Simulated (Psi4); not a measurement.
C₆H₁₂O₂, singlet, at a GFN2-xTB geometry; Psi4 with R2SCAN/STO-3G.

Psi4 was given this input:
```
memory 2 GB

molecule mol {
0 1
  C     2.659599    0.319818   -0.517088
  O     1.426089    0.334333    0.185139
  C     0.358026   -0.106803   -0.494333
  O     0.420751   -0.494949   -1.630716
  C    -0.908748   -0.047609    0.352092
  C    -1.146631    1.407967    0.767872
  C    -0.704681   -0.922809    1.593232
  C    -2.085153   -0.563460   -0.474819
  H     2.918830   -0.700460   -0.807319
  H     2.590400    0.932512   -1.418261
  H     3.403810    0.723960    0.164405
  H    -2.046159    1.474924    1.375692
  H    -1.275133    2.038819   -0.109175
  H    -0.304976    1.780957    1.345575
  H    -1.597445   -0.895328    2.213973
  H    -0.516453   -1.954946    1.305133
  H     0.139057   -0.564210    2.177006
  H    -2.999296   -0.528618    0.112462
  H    -2.215460    0.043096   -1.367283
  H    -1.906362   -1.588401   -0.789324
}

set basis sto-3g
set reference rks
set guess core

energy('r2scan')
print_variables()
```

The log (banner, timings and long lists left out):

```
   => Loading Basis Set <=

    Name: STO-3G
    Role: ORBITAL
    Keyword: BASIS

         ---------------------------------------------------------
                                   SCF
               by Justin Turney, Rob Parrish, Andy Simmonett
                          and Daniel G. A. Smith
                              RKS Reference
         ---------------------------------------------------------

  ==> Geometry <==

    Molecular point group: c1
    Full point group: C1

    Geometry (in Angstrom), charge = 0, multiplicity = 1:

       Center              X                  Y                   Z               Mass
    ------------   -----------------  -----------------  -----------------  -----------------
         C            2.627122458136     0.326326415501    -0.481229081600    12.000000000000
         O            1.393612458136     0.340841415501     0.220997918400    15.994914619570
         C            0.325549458136    -0.100294584499    -0.458474081600    12.000000000000
         O            0.388274458136    -0.488440584499    -1.594857081600    15.994914619570
         C           -0.941224541864    -0.041100584499     0.387950918400    12.000000000000
         C           -1.179107541864     1.414475415501     0.803730918400    12.000000000000
         C           -0.737157541864    -0.916300584499     1.629090918400    12.000000000000
         C           -2.117629541864    -0.556951584499    -0.438960081600    12.000000000000
         H            2.886353458136    -0.693951584499    -0.771460081600     1.007825032230
         H            2.557923458136     0.939020415501    -1.382402081600     1.007825032230
         H            3.371333458136     0.730468415501     0.200263918400     1.007825032230
         H           -2.078635541864     1.481432415501     1.411550918400     1.007825032230
         H           -1.307609541864     2.045327415501    -0.073316081600     1.007825032230
         H           -0.337452541864     1.787465415501     1.381433918400     1.007825032230
         H           -1.629921541864    -0.888819584499     2.249831918400     1.007825032230
         H           -0.548929541864    -1.948437584499     1.340991918400     1.007825032230
         H            0.106580458136    -0.557701584499     2.212864918400     1.007825032230
         H           -3.031772541864    -0.522109584499     0.148320918400     1.007825032230
         H           -2.247936541864     0.049604415501    -1.331424081600     1.007825032230
         H           -1.938838541864    -1.581892584499    -0.753465081600     1.007825032230

  Running in c1 symmetry.

  Rotational constants: A =      0.10605  B =      0.05073  C =      0.04465 [cm^-1]
  Rotational constants: A =   3179.41850  B =   1520.90342  C =   1338.52892 [MHz]
  Nuclear repulsion =  413.319032577605640

  Charge       = 0
  Multiplicity = 1
  Electrons    = 64
  Nalpha       = 32
  Nbeta        = 32

  ==> Algorithm <==

  SCF Algorithm Type is DF.
  DIIS enabled.
  MOM disabled.
  Fractional occupation disabled.
  Guess Type is CORE.
  Energy threshold   = 1.00e-06
  Density threshold  = 1.00e-06
  Integral threshold = 1.00e-12

  ==> Primary Basis <==

  Basis Set: STO-3G
    Blend: STO-3G
    Number of shells: 36
    Number of basis functions: 52
    Number of Cartesian functions: 52
    Spherical Harmonics?: true
    Max angular momentum: 1

  ==> DFT Potential <==

   => LibXC <=

    Version 7.1.2
    S. Lehtola, C. Steigemann, M. J. T. Oliveira, and M. A. L. Marques,  SoftwareX 7, 1–5 (2018) (10.1016/j.softx.2017.11.002)

   => Composite Functional: R2SCAN <=

    r2SCAN Meta-GGA XC Functional  (0.1021/acs.jpclett.0c02405)
    J. W. Furness, A. D. Kaplan, J. Ning, J. P. Perdew, J. Sun  J. Phys. Chem. Lett.  11, 8208–8215, 2020

    Deriv               =              1
    GGA                 =           TRUE
    Meta                =           TRUE

    Exchange Hybrid     =          FALSE
[...]
    Max angular momentum: 4

  Minimum eigenvalue in the overlap matrix is 1.9806287072E-01.
  Reciprocal condition number of the overlap matrix is 7.5564174968E-02.
    Using symmetric orthogonalization.

  ==> Pre-Iterations <==

  SCF Guess: Core (One-Electron) Hamiltonian.

   -------------------------------------------------------
    Irrep   Nso     Nmo     Nalpha   Nbeta   Ndocc  Nsocc
   -------------------------------------------------------
     A         52      52      32      32      32       0
   -------------------------------------------------------
    Total      52      52      32      32      32       0
   -------------------------------------------------------

  ==> Iterations <==

                           Total Energy        Delta E     RMS |[F,P]|

   @DF-RKS iter   1:  -339.56505423928382   -3.39565e+02   4.43953e-02 ADIIS/DIIS
   @DF-RKS iter   2:  -320.11711821771252    1.94479e+01   5.33953e-02 ADIIS/DIIS
   @DF-RKS iter   3:  -377.40683112781909   -5.72897e+01   4.04777e-02 ADIIS/DIIS
   @DF-RKS iter   4:  -367.59145387240881    9.81538e+00   6.86775e-02 ADIIS/DIIS
   @DF-RKS iter   5:  -381.02124245475147   -1.34298e+01   1.13185e-02 ADIIS/DIIS
   @DF-RKS iter   6:  -380.57242347666215    4.48819e-01   2.10679e-02 ADIIS/DIIS
   @DF-RKS iter   7:  -381.22324027975623   -6.50817e-01   2.71243e-03 ADIIS/DIIS
   @DF-RKS iter   8:  -381.23386284684125   -1.06226e-02   9.88047e-04 ADIIS/DIIS
   @DF-RKS iter   9:  -381.23532662714712   -1.46378e-03   3.19938e-04 ADIIS/DIIS
   @DF-RKS iter  10:  -381.23531338363279    1.32435e-05   3.14188e-04 ADIIS/DIIS
   @DF-RKS iter  11:  -381.23530826660959    5.11702e-06   3.21213e-04 ADIIS/DIIS
   @DF-RKS iter  12:  -381.23544262661198   -1.34360e-04   2.12232e-04 ADIIS/DIIS
   @DF-RKS iter  13:  -381.23553813529878   -9.55087e-05   1.70115e-05 DIIS
   @DF-RKS iter  14:  -381.23553860011020   -4.64811e-07   8.11477e-06 DIIS
   @DF-RKS iter  15:  -381.23553871369029   -1.13580e-07   6.52886e-07 DIIS
  Energy and wave function converged.

  ==> Post-Iterations <==

   Electrons on quadrature grid:
      Ntotal   =   63.9999450306 ; deviation = -5.497e-05

    Orbital Energies [Eh]
    ---------------------

    Doubly Occupied:

[...]
    Virtual:

[...]
    Final Occupation by Irrep:
              A
    DOCC [    32 ]
    NA   [    32 ]
    NB   [    32 ]

  @DF-RKS Final Energy:  -381.23553871369029

   => Energetics <=

    Nuclear Repulsion Energy =            413.3190325776056397
    One-Electron Energy =               -1339.7241733386172200
    Two-Electron Energy =                 599.3861312813961604
    DFT Exchange-Correlation Energy =     -54.2165292340748763
    Empirical Dispersion Energy =           0.0000000000000000
    VV10 Nonlocal Energy =                  0.0000000000000000
    Total Energy =                       -381.2355387136902891

Computation Completed

Properties will be evaluated at   0.000000,   0.000000,   0.000000 [a0]

Properties computed using the SCF density matrix

 Multipole Moments:

 ------------------------------------------------------------------------------------
     Multipole            Electronic (a.u.)      Nuclear  (a.u.)        Total (a.u.)
 ------------------------------------------------------------------------------------

 L = 1.  Multiply by 2.5417464519 to convert [e a0] to [Debye]
 Dipole X            :          4.1702396           -3.9277838            0.2424558
 Dipole Y            :         -0.6092162            0.7871457            0.1779295
 Dipole Z            :         -3.9635091            4.3368738            0.3733647
 Magnitude           :                                                    0.4794215

 ------------------------------------------------------------------------------------

  Variable Map:
  ----------------------------------------------------------------------------
[...]
  Array Variable Map:
  ----------------------------------------------------------------------------
[...]
[...]
```
